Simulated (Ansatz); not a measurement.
`COC(=N)O` and `N=[C](O)[GaH2]` differ in one atom or group.

Ansatz, PBE0-D4/def2-TZVP geometries, multiplicity 1. Each molecule was computed in one conformer, which needn't be the lowest.

Scalar relativity is left out up to krypton.

| property | `COC(=N)O` |
| --- | --- |
| HOMO–LUMO gap (ωB97M-V/def2-TZVPP) / eV | 12.57 |
| zero-point energy (PBE0-D4/def2-TZVP) / kJ/mol | 210.1 |
| HOMO–LUMO gap (PBE0/def2-TZVPP) / eV | 8.80 |
| HOMO energy (B3LYP/def2-TZVPP) / eV | -7.52 |
| ideal-gas entropy at 298 K and 1 bar (rigid rotor, harmonic PBE0-D4/def2-TZVP) / J/(mol·K) | 304 |
| size of the dipole moment (B3LYP/def2-TZVPP) / D | 2.01 |

Q: What does the change do to each property? (An estimate is asked.)

A: Computed: 
```json
{"property": "HOMO–LUMO gap (ωB97M-V/def2-TZVPP) / eV", "`N=[C](O)[GaH2]`": "9.26", "shift": "-3.31"}
{"property": "zero-point energy (PBE0-D4/def2-TZVP) / kJ/mol", "`N=[C](O)[GaH2]`": "129.1", "shift": "-81.0"}
{"property": "HOMO–LUMO gap (PBE0/def2-TZVPP) / eV", "`N=[C](O)[GaH2]`": "5.22", "shift": "-3.58"}
{"property": "HOMO energy (B3LYP/def2-TZVPP) / eV", "`N=[C](O)[GaH2]`": "-7.22", "shift": "0.30"}
{"property": "ideal-gas entropy at 298 K and 1 bar (rigid rotor, harmonic PBE0-D4/def2-TZVP) / J/(mol·K)", "`N=[C](O)[GaH2]`": "323", "shift": "19"}
{"property": "size of the dipole moment (B3LYP/def2-TZVPP) / D", "`N=[C](O)[GaH2]`": "1.02", "shift": "-0.99"}
```

With PBE0 the HOMO rises by 0.34 eV and the LUMO falls by 3.23 eV, so the gap narrows by about 3.57 eV. PBE moves the HOMO by 0.27 eV and ωB97M-V by 0.39 eV. The zero-point energy changes by -81.0 kJ/mol with -6 modes. Dipoles are sizes alone; their direction can turn.

B3LYP here is the variant with VWN-RPA as its local correlation; programs differ in this.
